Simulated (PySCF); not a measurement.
## How methods differ on the excitation energy of Cl²⁺

Cl²⁺ [Ne] 3s2 3p3 (4S) → Cl²⁺ [Ne] 3s1 3p4 (4P), as a difference of total energies. All numbers are calculated (PySCF 2.14, the non-relativistic Hamiltonian (point nucleus), in aug-cc-pwCVDZ (6s5p3d, 36 functions)). Correlated levels: nothing frozen. The calculations carry no spin-orbit coupling.

```json
{"method": "UHF", "excitation energy (eV)": "12.894"}
{"method": "MP2 (all electrons)", "excitation energy (eV)": "12.861"}
{"method": "SCS-MP2 (all electrons)", "excitation energy (eV)": "12.822"}
{"method": "CCSD (all electrons)", "excitation energy (eV)": "12.333"}
{"method": "CCSD(T) (all electrons)", "excitation energy (eV)": "12.240"}
```

**Question.** How much does correlation contribute at CCSD(T) (all electrons)?

**Answer.** 12.240 − (12.894) = -0.654 eV, measured against UHF.

A first-order spin-orbit estimate (lowest level to lowest level, LS coupling) adds -0.045 eV.

The coupled-cluster amplitudes are large for the upper state (T1 above 0.03 or a double amplitude above 0.15), so a single reference is strained.
